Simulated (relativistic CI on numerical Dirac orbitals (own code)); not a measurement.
**Level scheme of Ba14+**

These numbers are calculated, not measured: Dirac-Coulomb-Breit CI, separate exchange-only KLI orbitals for each configuration, a model potential for QED, unscaled Slater integrals (own radial code, finite nucleus).

CI space (outside the closed core [Ar] 3d10): 4s²4p⁶4d⁶, 4s²4p⁵4d⁷, 4s²4p⁶4d⁵4f, 4s4p⁶4d⁷, 4s²4p⁶4d⁵5s, 4s²4p⁵4d⁶4f, 4s²4p⁶4d⁵5p, 4s²4p⁶4d⁴4f5s, 4s4p⁶4d⁶4f, 4s²4p⁶4d⁵5d, 4s²4p⁶4d⁴5s5p, 4s²4p⁵4d⁶5s, 4s²4p⁶4d⁵5f, 4s²4p⁶4d⁵6s, 4s²4p⁶4d⁵6p, 4s²4p⁶4d⁵6f, 4s²4p⁶4d⁵7s, 4s²4p⁶4d⁵7p, 4s4p⁶4d⁶5s, 4p⁶4d⁷5p, 4p⁶4d⁸, 4p⁵4d⁹, 4p⁵4d⁸4f, 4s²4p⁶4d⁴5s², 4s²4p⁶4d³4f5s², 4s²4p⁵4d⁴4f5s², 4s²4p⁶4d³5s²5p. Double excitations out of closed p, d and f shells are left out; levels of such configurations are missing from the list, as are those of other unlisted configurations, and high levels can miss mixing partners. These lack a partner that the ground configuration has and come out too high: 4s²4p⁵4d⁶5s.

The lowest level is 4s²4p⁶4d⁶ ⁵D4, with 84 % of that term; Hund's rules for 4s²4p⁶4d⁶ give ⁵D with J = 4, in agreement.

| No. | Configuration | Term | J | E (eV) | % | Lifetime (s) |
| --- | --- | --- | --- | --- | --- | --- |
| 1 | 4s²4p⁶4d⁶ | ⁵D | 4 | 0.000 | 84 |  |
| 2 | 4s²4p⁶4d⁶ | ⁵D | 3 | 1.670 | 92 | 1.28e-02 |
| 3 | 4s²4p⁶4d⁶ | ⁵D | 2 | 1.710 | 68 | 3.77e+02 |
| 4 | 4s²4p⁶4d⁶ | ⁵D | 1 | 2.582 | 84 | 4.01e-02 |
| 5 | 4s²4p⁶4d⁶ | ⁵D | 0 | 2.740 | 82 | 3.53e+00 |
| 6 | 4s²4p⁶4d⁶ | ³H | 4 | 4.440 | 31 | 4.11e-03 |
| 7 | 4s²4p⁶4d⁶ | ³H | 6 | 5.196 | 83 |  |
| 8 | 4s²4p⁶4d⁶ | ³H | 5 | 5.304 | 56 | 4.68e-02 |
| 9 | 4s²4p⁶4d⁶ | ³P | 2 | 5.870 | 48 | 1.38e-03 |
| 10 | 4s²4p⁶4d⁶ | ³F | 3 | 6.583 | 52 | 3.14e-03 |
| 11 | 4s²4p⁶4d⁶ | ³F | 2 | 6.801 | 73 | 4.16e-03 |
| 12 | 4s²4p⁶4d⁶ | ³H | 4 | 7.474 | 53 | 2.03e-03 |
| 13 | 4s²4p⁶4d⁶ | ³G | 5 | 8.255 | 56 | 4.30e-03 |
| 14 | 4s²4p⁶4d⁶ | ³G | 4 | 8.550 | 62 | 4.88e-03 |
| 15 | 4s²4p⁶4d⁶ | ³D | 1 | 8.575 | 61 | 1.95e-03 |
| 16 | 4s²4p⁶4d⁶ | ¹S | 0 | 8.602 | 51 | 1.22e-03 |
| 17 | 4s²4p⁶4d⁶ | ³D | 2 | 9.041 | 68 | 4.90e-03 |
| 18 | 4s²4p⁶4d⁶ | ³F | 3 | 9.248 | 44 | 2.84e-03 |
| 19 | 4s²4p⁶4d⁶ | ¹I | 6 | 9.289 | 83 | 4.60e-03 |
| 20 | 4s²4p⁶4d⁶ | ³D | 3 | 9.457 | 72 | 1.99e-03 |
| 21 | 4s²4p⁶4d⁶ | ³P | 1 | 10.478 | 62 | 1.32e-03 |
| 22 | 4s²4p⁶4d⁶ | ³P | 0 | 10.989 | 90 | 2.77e-03 |
| 23 | 4s²4p⁶4d⁶ | ¹F | 3 | 11.326 | 66 | 4.55e-03 |
| 24 | 4s²4p⁶4d⁶ | ¹G | 4 | 11.395 | 68 | 1.66e-03 |
| 25 | 4s²4p⁶4d⁶ | ¹D | 2 | 11.902 | 62 | 1.62e-03 |
| 26 | 4s²4p⁶4d⁶ | ³P | 1 | 13.826 | 93 | 6.77e-04 |
| 27 | 4s²4p⁶4d⁶ | ³F | 4 | 14.627 | 82 | 9.76e-04 |
| 28 | 4s²4p⁶4d⁶ | ³F | 2 | 14.887 | 91 | 1.09e-03 |
| 29 | 4s²4p⁶4d⁶ | ³P | 0 | 15.787 | 55 | 4.41e-04 |
| 30 | 4s²4p⁶4d⁶ | ³F | 3 | 16.361 | 64 | 9.54e-04 |
| 31 | 4s²4p⁶4d⁶ | ³P | 2 | 16.467 | 81 | 8.85e-04 |
| 32 | 4s²4p⁶4d⁶ | ¹G | 4 | 16.710 | 82 | 8.63e-04 |
| 33 | 4s²4p⁶4d⁶ | ¹D | 2 | 21.002 | 96 | 9.24e-04 |
| 34 | 4s²4p⁶4d⁶ | ¹S | 0 | 27.553 | 96 | 3.33e-04 |
| 35 | 4p⁵4d⁷(4F) | ⁵G° | 6 | 91.922 | 90 | 7.22e-09 |
| 36 | 4p⁵4d⁷(4F) | ⁵F° | 5 | 93.961 | 53 | 2.90e-10 |
| 37 | 4p⁵4d⁷(4F) | ³D° | 3 | 94.255 | 64 | 4.17e-10 |
| 38 | 4p⁵4d⁷(4F) | ⁵D° | 4 | 94.877 | 35 | 1.36e-10 |
| 39 | 4p⁵4d⁷(4P) | ³P° | 0 | 95.338 | 50 | 1.68e-09 |
| 40 | 4p⁵4d⁷(4F) | ⁵G° | 5 | 95.393 | 58 | 5.13e-10 |
| 41 | 4p⁵4d⁷(2D) | ³P° | 2 | 95.831 | 18 | 1.41e-10 |
| 42 | 4p⁵4d⁷(4F) | ⁵D° | 3 | 95.905 | 40 | 1.06e-10 |
| 43 | 4p⁵4d⁷(4F) | ⁵D° | 1 | 96.421 | 46 | 9.80e-11 |
| 44 | 4p⁵4d⁷(4F) | ³D° | 2 | 96.686 | 39 | 1.40e-10 |
| 45 | 4p⁵4d⁷(4F) | ⁵G° | 4 | 96.814 | 36 | 3.64e-10 |
| 46 | 4p⁵4d⁷(4F) | ⁵D° | 0 | 97.032 | 55 | 9.31e-11 |
| 47 | 4p⁵4d⁷(4P) | ⁵P° | 3 | 97.235 | 41 | 2.41e-10 |
| 48 | 4p⁵4d⁷(4P) | ⁵D° | 4 | 97.489 | 44 | 5.10e-10 |
| 49 | 4p⁵4d⁷(2G) | ³H° | 6 | 97.692 | 75 | 3.42e-10 |
| 50 | 4p⁵4d⁷(4P) | ³P° | 2 | 97.945 | 30 | 3.25e-10 |
| 51 | 4p⁵4d⁷(4F) | ³D° | 1 | 97.946 | 43 | 1.68e-10 |
| 52 | 4p⁵4d⁷(2P) | ³P° | 2 | 98.021 | 22 | 2.50e-10 |
| 53 | 4p⁵4d⁷(4F) | ⁵G° | 3 | 98.072 | 19 | 2.65e-10 |
| 54 | 4p⁵4d⁷(2G) | ³G° | 4 | 98.577 | 40 | 3.55e-10 |
| 55 | 4p⁵4d⁷(4P) | ³P° | 1 | 99.194 | 47 | 2.74e-10 |
| 56 | 4p⁵4d⁷(2G) | ³G° | 3 | 99.272 | 26 | 2.18e-10 |
| 57 | 4p⁵4d⁷(2H) | ³H° | 5 | 99.346 | 54 | 1.42e-10 |
| 58 | 4p⁵4d⁷(2G) | ³F° | 4 | 99.866 | 22 | 1.20e-10 |
| 59 | 4p⁵4d⁷(2G) | ³F° | 2 | 100.006 | 32 | 1.79e-10 |
| 60 | 4p⁵4d⁷(4F) | ⁵F° | 2 | 100.400 | 16 | 2.38e-10 |
| 61 | 4p⁵4d⁷(2D) | ³P° | 1 | 100.695 | 29 | 1.14e-10 |
| 62 | 4p⁵4d⁷(2F) | ³F° | 2 | 101.060 | 25 | 2.20e-10 |
| 63 | 4p⁵4d⁷(2G) | ³F° | 3 | 101.071 | 37 | 1.41e-10 |
| 64 | 4p⁵4d⁷(2D) | ³F° | 4 | 101.314 | 27 | 1.93e-10 |
| 65 | 4p⁵4d⁷(2F) | ³F° | 3 | 101.485 | 30 | 1.95e-10 |
| 66 | 4s²4p⁵4d⁷ | ³G° | 5 | 101.673 | 20 | 1.18e-10 |
| 67 | 4p⁵4d⁷(2H) | ³I° | 7 | 101.886 | 93 | 7.03e-10 |
| 68 | 4p⁵4d⁷(2G) | ³H° | 6 | 101.911 | 66 | 1.91e-10 |
| 69 | 4d⁵(6S)4f | ⁷F° | 0 | 101.970 | 85 | 1.24e-09 |
| 70 | 4d⁵(6S)4f | ⁷F° | 2 | 102.014 | 88 | 1.05e-09 |

Energies count from the lowest computed level; ° marks odd parity; lifetimes are radiative, by E1, M1, E2, M2, E3 decay to levels of this space only; some are left blank where a channel outside the calculation adds to the decay or the decay crosses a small, uncertain gap. Percentages are summed over parent terms; the parents shown are those of the largest component, closed shells are left out there.

The mean weight of the leading LS term, summed over parents, in these 70 levels is 57 %, and that of the leading jj configuration (from the same eigenvectors) 59 %.

At this charge energies of transitions that change n are usually good to better than 1 %, and those within a shell (Δn = 0) to a few per cent. Terms inside the open d or f shell come out 10 to 20 % too wide with unscaled integrals. Levels and lines within the n = 5 or 6 shells can be off by up to 10 % or somewhat more, and those that change n by about 2 %, since core polarisation is missing.

LS names give the leading component of a level, which can be under half, so a name can repeat, a term be missing and a line seem to break the LS rules.
